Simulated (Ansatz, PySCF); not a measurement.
C₃H₇O₂, SMILES C[C](O)CO, multiplicity 2. Atoms are numbered in the order given.

```xyz
12

C      1.3879    -0.8104     0.5316
C      0.5378     0.1042    -0.2810
O      0.7053     1.4308     0.0515
C     -0.8296    -0.3060    -0.7181
O     -1.7396    -0.4973     0.3678
H      1.0034    -0.9182     1.5664
H      1.4101    -1.8169     0.0869
H      2.4180    -0.4273     0.6000
H      0.1624     1.9715    -0.5398
H     -0.7858    -1.2712    -1.2458
H     -1.2288     0.4397    -1.4416
H     -1.6938     0.2944     0.9214
```
Charge 0, spin multiplicity 2.

The structure is a stationary point at B3LYP-D3(BJ)/def2-SVP. The isomer is the one that the SMILES or the coordinates give; other isomers of the formula were not compared. Other conformers were not sampled.

Two levels are set side by side: PBE-D3(BJ)/def2-SVP (Ansatz, a first-principles code) and B3LYP-D3(BJ)/def2-SVP (Ansatz). Each level has its own optimised geometry; the coordinates shown are those of the second. Frequencies come from the Hessian of PySCF at each geometry. Differences are taken from unrounded values.

```csv
quantity,B3LYP-D3(BJ)
mean bond length (Å),1.205
bond C1–C2 (Å),1.490
bond C2–O3 (Å),1.378
bond C2–C4 (Å),1.493
bond C4–O5 (Å),1.430
bond C1–H6 (Å),1.109
bond C1–H7 (Å),1.101
bond C1–H8 (Å),1.101
bond O3–H9 (Å),0.968
bond C4–H10 (Å),1.101
bond C4–H11 (Å),1.113
bond O5–H12 (Å),0.967
highest harmonic wavenumber (cm⁻¹),3801
mean harmonic wavenumber (cm⁻¹),1457
zero-point energy (kcal/mol),62.48
```

Question: What does PBE-D3(BJ) give, and how far is it from B3LYP-D3(BJ)? (The exact figures need the calculation; the answer reports its results.)

Answer: 
| quantity | PBE-D3(BJ) | PBE-D3(BJ) minus B3LYP-D3(BJ) |
|---|---|---|
| mean bond length (Å) | 1.211 | 0.007 |
| bond C1–C2 (Å) | 1.490 | 0.000 |
| bond C2–O3 (Å) | 1.383 | 0.005 |
| bond C2–C4 (Å) | 1.492 | -0.001 |
| bond C4–O5 (Å) | 1.439 | 0.009 |
| bond C1–H6 (Å) | 1.118 | 0.009 |
| bond C1–H7 (Å) | 1.108 | 0.007 |
| bond C1–H8 (Å) | 1.109 | 0.008 |
| bond O3–H9 (Å) | 0.977 | 0.009 |
| bond C4–H10 (Å) | 1.110 | 0.009 |
| bond C4–H11 (Å) | 1.124 | 0.010 |
| bond O5–H12 (Å) | 0.976 | 0.009 |
| highest harmonic wavenumber (cm⁻¹) | 3688 | -113 |
| mean harmonic wavenumber (cm⁻¹) | 1414 | -43 |
| zero-point energy (kcal/mol) | 60.66 | -1.83 |

GGA bonds tend to be longer and softer than those of functionals with exact exchange. Differences between two approximate levels are no errors against the true value.
